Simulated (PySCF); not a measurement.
Excitation energy of C by level of theory

C [He] 2s2 2p2 (3P) → C [He] 2s1 2p3 (5S), as a difference of total energies. All numbers are calculated (PySCF 2.14, no relativity, point nucleus, in def2-TZVPPD (6s3p3d1f, 37 functions)). Correlated levels: valence and next inner shell: nothing frozen. The calculations carry no spin-orbit coupling.

```csv
method,excitation energy (eV)
UHF,2.571
MP2 (valence and next inner shell),3.647
SCS-MP2 (valence and next inner shell),4.197
CCSD (valence and next inner shell),4.005
CCSD(T) (valence and next inner shell),4.056
```

Question: How much does correlation contribute at CCSD(T) (valence and next inner shell)?

Answer: 4.056 − (2.571) = 1.485 eV, measured against UHF.

Errors of the correlated levels include the incompleteness of this basis.

For comparison: 4.179 eV (measured; NIST levels, between the centres of gravity of the two terms).
